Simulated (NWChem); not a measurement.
C2H3BrF2; SMILES C(F)(Br)(C)F

Results from NWChem. The geometry was optimised at PBE0/def2-SVP. Level: PBE0/def2-SVP with COSMO at NWChem's default radii, gas-phase geometry; the question gives the dielectric constant.

Estimate the computed values for dielectric constant 25.0. Quantities: electrostatic solvation energy (kcal/mol); dipole in solution (D).

The electrostatic solvation energy (kcal/mol) comes out as -2.7 and the dipole in solution (D) is 2.60.
